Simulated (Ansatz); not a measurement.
Reaction (homolysis of the Cl–Sn bond): `[SH][Sn]([Cl])([Cl])[Cl]` → Cl• + `[SH][Sn]([Cl])[Cl]`•

Gas-phase electronic energies from Ansatz, PBE0-D4/def2-TZVP geometries. CBS: MP2 limit from def2 TZ/QZ plus the TZ coupled-cluster correction, frozen cores. This one scheme is used for every species, atoms too. Functionals use def2-TZVPP. No spin–orbit coupling; open shells (•) take unrestricted orbitals. Spin–orbit coupling would lower the free atoms: a little for Cl. Elements past krypton have def2 core potentials. Bonds to Sn are less sure, by a few kJ/mol each and by 10 to 20 or more in all where they break to atoms, as the def2 sets lack core-valence functions. One conformer a species, not always the lowest.

CCSD(T)/CBS gives +367.0 kJ/mol.

**Question.** Another level gave +338.3 kJ/mol. Which?
A. r2SCAN0/def2-TZVPP
B. PBE-QIDH/def2-TZVPP
C. PBE0-D4/def2-TZVPP
D. revPBE-D4/def2-TZVPP

**Answer.** A. r2SCAN0 338.3, PBE-QIDH 358.9, PBE0-D4 346.8, revPBE-D4 327.9 kJ/mol.

Largest T1 diagnostic among the species: 0.016.

At CCSD(T), def2-SVP lies −37.7 kJ/mol from the extrapolated value and def2-TZVPP −19.9 kJ/mol: correlation converges slowly with the basis, and small sets miss more of it in the bonded molecule than in its fragments. In def2-TZVPP, CCSD(T) changes the Hartree–Fock value by +90.8 kJ/mol (the triples alone add +9.6 kJ/mol) and MP2 by +115.6 kJ/mol; breaking electron pairs costs correlation energy, which Hartree–Fock lacks.

CCSD(T)/CBS has its own doubt, a few kJ/mol and more with outer-core shells, so smaller differences from it don't rank the levels.
